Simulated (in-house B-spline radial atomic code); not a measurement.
What moves the levels of neutral dysprosium ([Xe] 4f10 6s2)? Method: Dirac-Hartree-Fock, average of the jj configuration, Fermi nucleus of rms radius 5.0438 fm. Calculated with a B-spline radial code for spherical atoms.

Baseline run (computed): total energy -12161.6550 hartree, 1s1/2 at -1988.483 hartree, 6s1/2 at -5.1069 eV with <r> = 4.428 bohr.

Changing the nucleus:

```csv
nucleus,ΔE (eV)
"Fermi nucleus of rms radius 5.0455 fm, A = 148",0.0163
"Fermi nucleus of rms radius 5.0567 fm, A = 149",0.124
"Fermi nucleus of rms radius 5.0706 fm, A = 150",0.258
"Fermi nucleus of rms radius 5.0801 fm, A = 151",0.349
"Fermi nucleus of rms radius 5.095 fm, A = 152",0.493
"Fermi nucleus of rms radius 5.1035 fm, A = 153",0.575
"Fermi nucleus of rms radius 5.1241 fm, A = 154",0.775
"Fermi nucleus of rms radius 5.1457 fm, A = 155",0.985
"Fermi nucleus of rms radius 5.1622 fm, A = 156",1.15
"Fermi nucleus of rms radius 5.1709 fm, A = 157",1.23
"Fermi nucleus of rms radius 5.1815 fm, A = 158",1.33
"Fermi nucleus of rms radius 5.1825 fm, A = 159",1.34
"Fermi nucleus of rms radius 5.1951 fm, A = 160",1.47
"Fermi nucleus of rms radius 5.1962 fm, A = 161",1.48
"Fermi nucleus of rms radius 5.2074 fm, A = 162",1.59
"Fermi nucleus of rms radius 5.2099 fm, A = 163",1.61
"Fermi nucleus of rms radius 5.2218 fm, A = 164",1.73
```

A larger nucleus binds the electrons less, roughly as the density at the nucleus times the change of the nuclear <r²>. The reference is A = 146.
